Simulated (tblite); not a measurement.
Species: C₄H₁₃FSi₄.
Z-matrix (Å and degrees, GFN2-xTB geometry), rows numbered from 1:
```
C 
C   1  1.3271
C   2  1.4990  1  121.66
Si  2  1.8855  1  123.28  3  -179.19
F   4  1.6395  2  104.11  1    -2.77
Si  4  2.3614  2  117.01  1   122.66
Si  6  2.3595  4   89.30  2   119.74
Si  7  2.3710  6   90.89  4     3.88
C   8  1.9055  4  113.51  2   127.48
H   1  1.0768  2  121.57  3   179.95
H   1  1.0806  2  122.40  3    -0.07
H   3  1.0900  2  110.29  1  -119.96
H   3  1.0900  2  110.24  1   121.44
H   3  1.0882  2  111.39  1     0.70
H   6  1.4716  4  115.63  2     0.74
H   6  1.4685  4  117.35  2  -120.79
H   7  1.4707  6  115.07  4  -115.21
H   7  1.4701  6  116.60  4   124.62
H   8  1.4782  4  117.87  2     4.20
H   9  1.0865  8  111.85  4   167.86
H   9  1.0863  8  111.86  4   -71.30
H   9  1.0865  8  110.36  4    48.16
```

Computed values, GFN2-xTB/tblite, gas phase, harmonic and unscaled. This tight-binding method is rough: wavenumbers can miss measured ones by several per cent, in bad cases by 10 to 20. Modes of hydrogen on silicon can be 10 to 20 % off. One conformer, not necessarily the lowest.

Harmonic wavenumbers (cm⁻¹): 30.8, 42.6, 58.1, 79.8, 109.5, 115.5, 134.3, 138.2, 146.8, 163.8, 213.2, 282.6, 285.4, 314.6, 342.7, 350.1, 367.1, 391.7, 394.0, 428.5, 436.2, 475.7, 480.4, 569.1, 597.3, 608.9, 665.4, 674.5, 730.2, 746.2, 800.6, 822.0, 827.3, 851.2, 904.9, 965.2, 1010.5, 1042.4, 1215.2, 1372.5, 1404.0, 1424.9, 1487.8, 1491.4, 1491.6, 1493.7, 1672.7, 2095.6, 2149.2, 2164.7, 2174.9, 2189.9, 2992.1, 3006.0, 3025.2, 3027.7, 3030.2, 3034.8, 3059.7, 3117.7.

A = 1044, B = 620.7, C = 536.1 MHz; mass 192.008 u (most abundant isotopes); point group C1, symmetry number 1.

Zero-point energy?

Half the sum of the wavenumbers: 32859 cm⁻¹ = 93.95 kcal/mol.

Entropy at 298.15 K, 1 bar (ideal gas, RRHO, classical rotation)?

Translation 41.69, rotation 31.20, vibration 55.58: S = 128.5 cal/(mol K).

And Cp and H(298.15 K) − H(0)?

Cp = 58.69 cal/(mol K), of which vibrations give 50.74 (their classical limit is 60 R = 119.2); H(298.15 K) − H(0) = 10.76 kcal/mol without the zero-point energy, 8.39 from vibrations.

How do the functions run with temperature in this model?

| T (K) | S (cal/(mol K)) | Cp (cal/(mol K)) | H − H(0) (kcal/mol) | G − H(0) (kcal/mol) | ln q(vib) |
| --- | --- | --- | --- | --- | --- |
| 50 | 66.0 | 18.7 | 0.63 | -2.67 | 1.34 |
| 100 | 82.2 | 28.9 | 1.83 | -6.39 | 3.86 |
| 373.15 | 142.5 | 66.5 | 15.46 | -37.72 | 17.29 |
| 500 | 163.5 | 76.9 | 24.58 | -57.16 | 22.78 |
| 750 | 197.6 | 91.3 | 45.73 | -102.46 | 32.37 |
| 1000 | 225.3 | 101.0 | 69.85 | -155.42 | 40.69 |

q(vib) and H(0) count from the zero-point level.

What must be added to the electronic energy to get the Gibbs energy at 298.15 K and 1 bar?

ZPE + [H(298.15 K) − H(0)] − T·S = 93.95 + 10.76 − 38.30 = 66.41 kcal/mol.

Which modes carry the vibrational entropy at 298.15 K?

30.8 cm⁻¹: 5.78; 42.6 cm⁻¹: 5.13; 58.1 cm⁻¹: 4.52; 79.8 cm⁻¹: 3.90; 109.5 cm⁻¹: 3.28; 115.5 cm⁻¹: 3.17 cal/(mol K); the other 54 give 29.80 together.

Blend soft modes into free rotors: weight 1/[1 + (100 cm⁻¹/ν̃)⁴] for the oscillator and the rest for a rotor with moment μB/(μ + B), μ = h/(8π²ν), B = 10⁻⁴⁴ kg m². What vibrational entropy results?

50.33 cal/(mol K) in place of 55.58, which changes −T·S at 298.15 K by +1.57 kcal/mol.

Hindered rotation and anharmonicity are outside this model. Other conformers, if any are populated, would add a mixing term that is left out. The structure is chiral; the term R ln 2 for an equal mix with its mirror image is left out.

The run took 1.4 s on one thread of an Arm Neoverse V2, shared host with 32 logical CPUs at a one-minute load of 31. The figure is for the frequency step alone.
